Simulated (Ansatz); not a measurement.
Species: SiH3Br, charge 0, singlet. SiH3Br (SMILES Br[SiH3]).
B3LYP-D3(BJ)/def2-TZVP minimum from Ansatz (a first-principles code):
```xyz
5

Si    -1.4774     0.0253     0.0221
Br     0.7574    -0.0130    -0.0113
H     -1.9222     1.4023    -0.2662
H     -1.9286    -0.3959     1.3623
H     -1.9729    -0.9067    -1.0090
```

Atomisation energy term by term, kcal/mol (programs: Ansatz). UHF or UKS for unpaired electrons; spin-orbit terms are left out. Cores are frozen in correlated methods (noble-gas shells, and filled d and f shells in the p block). No relativity. CBS(X,Y): correlation extrapolated as X^-3, Hartree-Fock from the larger set. A bracket is a step between two methods taken in the basis named. Where a partner has so few electrons that a lower coupled-cluster level is exact, that level stands in. Spin-orbit terms, left out, reach several kcal/mol for Br and I, and more for heavier atoms.

```
term                                     basis  kcal/mol
------------------  --------------------------  --------
Hartree-Fock                        def2-QZVPP    252.23
CCSD correlation    CBS(def2-TZVPP,def2-QZVPP)     70.98
(T)                 CBS(def2-TZVPP,def2-QZVPP)      3.16
CCSDT(Q) - CCSD(T)                  def2-TZVPP     -0.04
CCSDTQ - CCSDT(Q)                     def2-SVP     -0.01
sum: De                                            326.3
```

The step beyond CCSD(T) by other levels: CCSDTQ in def2-SVP 0.19; CCSDT(Q) in def2-SVP 0.20 kcal/mol.
